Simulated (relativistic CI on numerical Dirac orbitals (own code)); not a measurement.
Electric-dipole lines of Rh XXIV

Method of calculation: Dirac-Coulomb-Breit CI, separate exchange-only KLI orbitals for each configuration, a model potential for QED, unscaled Slater integrals (own radial code, finite nucleus).

CI space (outside the closed core [Ne]): 3s2.3p6.3d4, 3s2.3p5.3d5, 3s.3p6.3d5, 3s2.3p6.3d3.4s, 3s2.3p6.3d3.4p, 3s2.3p6.3d3.4d, 3s2.3p6.3d3.4f, 3s2.3p5.3d4.4s, 3s2.3p5.3d4.4p, 3s2.3p6.3d2.4s.4p, 3s.3p6.3d4.4s, 3s2.3p6.3d3.5s, 3s2.3p6.3d3.5p, 3s.3p6.3d4.4p, 3s2.3p6.3d3.5d, 3p6.3d5.4p, 3s2.3p6.3d3.5g, 3p6.3d6, 3p5.3d7, 3s2.3p6.3d2.4s2, 3s2.3p6.3d.4s2.4p, 3s2.3p6.3d.4s2.4d, 3s2.3p6.3d.4s2.4f, 3s2.3p6.3d2.4p2, 3s2.3p6.3d.4s.4p2, 3s2.3p6.3d.4p3, 3s2.3p6.3d.4p2.4d, 3s2.3p6.3d.4p2.4f, 3s2.3p6.3d2.4s.4d, 3s2.3p6.3d.4s.4p.4d, 3s2.3p6.3d.4s.4d2, 3s2.3p6.3d.4s.4d.4f, 3p6.3d5.4s, 3p5.3d6.4s. Double excitations out of closed p, d and f shells are left out; levels of such configurations are missing from the list, as are those of other unlisted configurations, and high levels can miss mixing partners. These lack a partner that the ground configuration has and come out too high: 3s2.3p5.3d4.4p.

| λ vac (Å) | Lower | Upper | A (s⁻¹) | E lower (cm⁻¹) | E upper (cm⁻¹) |
| --- | --- | --- | --- | --- | --- |
| 55.895 | 3s2.3p6.3d4 3H_5 [9] | 3s2.3p5.3d5 3F°_4 [231] | 3.19e+11 | 122885 | 1911937 |
| 57.266 | 3s2.3p6.3d4 3H_6 [12] | 3s2.3p5.3d5 3G°_5 [227] | 1.07e+12 | 132541 | 1878780 |
| 57.423 | 3s2.3p6.3d4 3H_4 [7] | 3s2.3p5.3d5 3D°_3 [218] | 2.10e+11 | 99419 | 1840877 |
| 57.706 | 3s2.3p6.3d4 1I_6 [20] | 3s2.3p5.3d5 1H°_5 [235] | 1.30e+12 | 189153 | 1922067 |
| 57.780 | 3s2.3p6.3d4 3H_5 [9] | 3s2.3p5.3d5 3G°_4 [223] | 2.51e+11 | 122885 | 1853584 |
| 57.944 | 3s2.3p6.3d4 3H_4 [7] | 3s2.3p5.3d5 3D°_3 [214] | 3.77e+11 | 99419 | 1825215 |
| 57.998 | 3s2.3p6.3d4 3G_4 [13] | 3s2.3p5.3d5 3F°_3 [226] | 5.69e+11 | 145834 | 1870032 |
| 58.174 | 3s2.3p6.3d4 3G_5 [18] | 3s2.3p5.3d5 3F°_4 [229] | 8.84e+11 | 178453 | 1897441 |
| 58.360 | 3s2.3p6.3d4 1G_4 [32] | 3s2.3p5.3d5 1F°_3 [246] | 1.01e+12 | 308461 | 2021975 |
| 58.520 | 3s2.3p6.3d4 3G_3 [8] | 3s2.3p5.3d5 3F°_2 [216] | 2.51e+11 | 120353 | 1829175 |
| 58.713 | 3s2.3p6.3d4 5D_4 [5] | 3s2.3p5.3d5 5P°_3 [202] | 2.32e+11 | 57254 | 1760466 |
| 58.871 | 3s2.3p6.3d4 1G_4 [22] | 3s2.3p5.3d5 1F°_3 [232] | 6.13e+11 | 215869 | 1914500 |
| 58.996 | 3s2.3p6.3d4 3G_4 [13] | 3s2.3p5.3d5 3D°_3 [218] | 3.00e+11 | 145834 | 1840877 |
| 59.014 | 3s2.3p6.3d4 5D_4 [5] | 3s2.3p5.3d5 3D°_3 [199] | 3.18e+11 | 57254 | 1751773 |
| 59.167 | 3s2.3p6.3d4 3F_3 [29] | 3s2.3p5.3d5 3D°_2 [244] | 6.11e+11 | 286452 | 1976577 |
| 59.969 | 3s2.3p6.3d4 3F_4 [27] | 3s2.3p5.3d5 1F°_3 [239] | 5.98e+11 | 271042 | 1938568 |
| 60.037 | 3s2.3p6.3d4 1F_3 [25] | 3s2.3p5.3d5 1D°_2 [230] | 4.93e+11 | 237729 | 1903360 |
| 60.047 | 3s2.3p6.3d4 3G_3 [8] | 3s2.3p5.3d5 3D°_2 [207] | 3.32e+11 | 120353 | 1785725 |
| 60.071 | 3s2.3p6.3d4 3H_5 [9] | 3s2.3p5.3d5 1G°_4 [208] | 1.46e+11 | 122885 | 1787583 |
| 60.237 | 3s2.3p6.3d4 5D_2 [3] | 3s2.3p5.3d5 5P°_2 [181] | 2.51e+11 | 34036 | 1694137 |
| 60.376 | 3s2.3p6.3d4 3F_3 [29] | 3s2.3p5.3d5 3F°_3 [240] | 4.21e+11 | 286452 | 1942734 |
| 60.546 | 3s2.3p6.3d4 3F_2 [28] | 3s2.3p5.3d5 3F°_2 [237] | 5.81e+11 | 282983 | 1934608 |
| 60.729 | 3s2.3p6.3d4 5D_3 [4] | 3s2.3p5.3d5 5P°_2 [181] | 3.42e+11 | 47491 | 1694137 |
| 60.813 | 3s2.3p6.3d4 1G_4 [32] | 3s2.3p5.3d5 1G°_4 [241] | 6.50e+11 | 308461 | 1952835 |
| 60.942 | 3s2.3p6.3d4 3F_4 [27] | 3s2.3p5.3d5 3F°_4 [231] | 4.56e+11 | 271042 | 1911937 |
| 60.943 | 3s2.3p6.3d4 3H_5 [9] | 3s2.3p5.3d5 1G°_4 [204] | 2.32e+11 | 122885 | 1763766 |
| 61.051 | 3s2.3p6.3d4 1I_6 [20] | 3s2.3p5.3d5 1I°_6 [215] | 7.33e+11 | 189153 | 1827138 |
| 61.061 | 3s2.3p6.3d4 1G_4 [22] | 3s2.3p5.3d5 3G°_4 [223] | 2.92e+11 | 215869 | 1853584 |
| 61.470 | 3s2.3p6.3d4 5D_3 [4] | 3s2.3p5.3d5 5P°_2 [176] | 1.97e+11 | 47491 | 1674302 |
| 61.474 | 3s2.3p6.3d4 3G_5 [18] | 3s2.3p5.3d5 3G°_5 [212] | 2.03e+11 | 178453 | 1805147 |
| 62.059 | 3s2.3p6.3d4 3F_3 [16] | 3s2.3p5.3d5 3D°_2 [206] | 4.56e+11 | 162430 | 1773810 |
| 62.727 | 3s2.3p6.3d4 3H_6 [12] | 3s2.3p5.3d5 3H°_6 [193] | 5.73e+11 | 132541 | 1726740 |
| 62.866 | 3s2.3p6.3d4 3H_5 [9] | 3s2.3p5.3d5 3G°_5 [187] | 1.80e+11 | 122885 | 1713571 |
| 63.333 | 3s2.3p6.3d4 3G_4 [13] | 3s2.3p5.3d5 3G°_4 [192] | 2.36e+11 | 145834 | 1724789 |
| 63.633 | 3s2.3p6.3d4 3H_5 [9] | 3s2.3p5.3d5 3H°_5 [182] | 2.44e+11 | 122885 | 1694389 |
| 64.522 | 3s2.3p6.3d4 5D_2 [3] | 3s2.3p5.3d5 5P°_1 [149] | 2.65e+11 | 34036 | 1583895 |
| 65.712 | 3s2.3p6.3d4 3H_5 [9] | 3s2.3p5.3d5 3H°_5 [171] | 9.89e+10 | 122885 | 1644688 |
| 65.952 | 3s2.3p6.3d4 3H_4 [7] | 3s2.3p5.3d5 3H°_4 [157] | 1.04e+11 | 99419 | 1615663 |
| 67.073 | 3s2.3p6.3d4 3H_4 [7] | 3s2.3p5.3d5 3F°_4 [151] | 2.66e+11 | 99419 | 1590322 |
| 67.395 | 3s2.3p6.3d4 5D_3 [4] | 3s2.3p5.3d5 5F°_4 [133] | 1.02e+11 | 47491 | 1531274 |
| 68.699 | 3s2.3p6.3d4 5D_4 [5] | 3s2.3p5.3d5 3G°_5 [124] | 1.03e+11 | 57254 | 1512884 |
| 70.572 | 3s2.3p6.3d4 5D_4 [5] | 3s2.3p5.3d5 5D°_4 [112] | 8.84e+10 | 57254 | 1474256 |
| 72.878 | 3s2.3p6.3d4 5D_4 [5] | 3s2.3p5.3d5 3G°_5 [92] | 1.04e+11 | 57254 | 1429403 |
| 77.478 | 3s2.3p6.3d4 3H_6 [12] | 3s2.3p5.3d5 1K°_7 [89] | 6.55e+10 | 132541 | 1423226 |
| 88.891 | 3s2.3p5.3d5 5H°_7 [46] | 3s.3p6.3d5 5G_6 [253] | 1.46e+11 | 1286315 | 2411285 |

Terms are leading LS components. Brackets give the number of a level in order of energy, since labels repeat. The list gives strong lines, with weight on those to low levels, without lines whose two gauges differ by over a factor of 2.5, among the lowest 400 of 5742 levels, so that lines to higher ones, which can be the strongest, are missing. Levels whose partners in the same complex of configurations lie outside the list can be far off, and so can their lines. Rates are taken at the computed energies, electric ones in the length gauge.

At this charge energies of transitions that change n are usually good to better than 1 %, and those within a shell (Δn = 0) to a few per cent. Terms inside the open d or f shell come out 10 to 20 % too wide with unscaled integrals.

LS names give the leading component of a level, which can be under half, so a name can repeat, a term be missing and a line seem to break the LS rules.
